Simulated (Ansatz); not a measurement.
Start from `CBOC(C)=O` and change one atom or group to get `C=COC(C)=O`.

Ansatz, PBE0-D4/def2-TZVP geometries, multiplicity 1. Each molecule was computed in one conformer, which needn't be the lowest.

| property | `CBOC(C)=O` |
| --- | --- |
| HOMO–LUMO gap (B3LYP/def2-TZVPP) / eV | 6.92 |
| HOMO–LUMO gap (PBE/def2-TZVPP) / eV | 4.68 |
| LUMO energy (PBE0/def2-TZVPP) / eV | -0.76 |
| LUMO energy (PBE/def2-TZVPP) / eV | -1.85 |
| HOMO energy (ωB97M-V/def2-TZVPP) / eV | -10.64 |
| LUMO energy (B3LYP/def2-TZVPP) / eV | -1.02 |

What does the change do to each property? (Estimate.)

The calculation gave: 
```
                             property  `C=COC(C)=O`  shift
HOMO–LUMO gap (B3LYP/def2-TZVPP) / eV          6.50  -0.42
  HOMO–LUMO gap (PBE/def2-TZVPP) / eV          4.74   0.06
   LUMO energy (PBE0/def2-TZVPP) / eV         -0.39   0.37
    LUMO energy (PBE/def2-TZVPP) / eV         -1.47   0.38
HOMO energy (ωB97M-V/def2-TZVPP) / eV         -9.60   1.04
  LUMO energy (B3LYP/def2-TZVPP) / eV         -0.66   0.36
```

With PBE0 the HOMO rises by 0.82 eV and the LUMO rises by 0.37 eV, so the gap narrows by about 0.45 eV. PBE moves the HOMO by 0.31 eV and ωB97M-V by 1.04 eV. The zero-point energy changes by -17.8 kJ/mol with -3 modes.

B3LYP here is the variant with VWN-RPA as its local correlation; programs differ in this.
